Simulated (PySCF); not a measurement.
Atom-mapped SMILES (the numbers label the heavy atoms): `[CH3:1][O:2][CH:3]1[CH2:4][CH2:5][P:6]([SiH3:7])[CH2:8][CH2:9]1`; H(Xn) means a hydrogen on atom n. Ha(C4), Ha(C5), Ha(C8), Ha(C9) are cis to O2 on the ring; Hb(C4), Hb(C5), Hb(C8), Hb(C9) are trans to O2 on the ring.

A single conformation, non-relativistic Hamiltonian, averaged over atoms made equivalent by symmetry, fast rotation or ring inversion, no solvent model. Coordinates at the GFN2-xTB level; shieldings: GIAO PBE0/pcSseg-1; PySCF 2.14.

References, each an isolated molecule treated in the same way: ¹³C (σref 186.93), ¹H (σref 31.72), ²⁹Si (σref 349.16) against TMS; H2O for ¹⁷O (σref 336.08); ³¹P (σref 318.38) vs H3PO4.

| atoms | nucleus | count | Hirshfeld charge | δ (ppm) |
| --- | --- | --- | --- | --- |
| Ha(C4)/Ha(C9) | ¹H | 2 | 0.04 | ? |
| Hb(C5)/Hb(C8) | ¹H | 2 | 0.04 | 1.30 |
| O2 | ¹⁷O | 1 | -0.13 | 30.6 |
| C4/C9 | ¹³C | 2 | -0.08 | 33.3 |
| Ha(C5)/Ha(C8) | ¹H | 2 | 0.03 | 2.20 |
| H(C3) | ¹H | 1 | 0.03 | 3.31 |
| C5/C8 | ¹³C | 2 | -0.12 | ? |
| P6 | ³¹P | 1 | 0.05 | ? |
| H(C1) | ¹H | 3 | 0.04 | ? |
| Hb(C4)/Hb(C9) | ¹H | 2 | 0.04 | 1.42 |
| C3 | ¹³C | 1 | 0.05 | 78.8 |
| C1 | ¹³C | 1 | -0.04 | 58.3 |
| Si7 | ²⁹Si | 1 | 0.24 | -74.7 |
| H(Si7) | ¹H | 3 | -0.08 | 3.83 |

Task: Estimate the values marked ?.

Result: 
- C5/C8: 18.8 ppm, sp3 CH2 bonded to P
- H(C1): 3.54 ppm, hydrogen on a methyl carbon bonded to O; its carbon carries O, which withdraws density
- Ha(C4)/Ha(C9): 2.39 ppm, hydrogen on an sp3 CH2 in a ring
- P6: -143.1 ppm, phosphorus bonded to 2 C, Si, in a 6-membered ring

Shifts are as computed. Against solution values, carbons near 30 ppm lie about +3 ppm off and those near 130 ppm about +5 ppm. Of 1211 compounds with measured shifts, 218 miss one by over three times the rms of a fit or turn the order of signals round; such compounds aren't used in these exercises. Experimental scales use liquid or dissolved standards, which lie at an offset from isolated H2O (liquid H2O: subtract about 36 ppm) and H3PO4.
